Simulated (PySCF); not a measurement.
**Electron correlation in Cl⁻ (chlorine, charge -1)**

[Ar], closed-shell 1S. Computed with PySCF 2.14 in aug-cc-pVDZ-DK, with the spin-free X2C one-electron Hamiltonian (Gaussian nucleus). Frozen: [Ne]; 8 electrons correlated.

| level | correlation energy (mhartree) |
| --- | --- |
| CCSD | -170.67 |
| (T) | -4.13 |
| CCSD(T) | -174.80 |
| CCSDT | -175.12 |

Diagnostics: T1 = 0.0098, D1 = 0.0157, largest double amplitude 0.040.

Task: Is a single reference adequate?

Result: Yes: T1 lies below 0.03 and no double amplitude reaches 0.07.
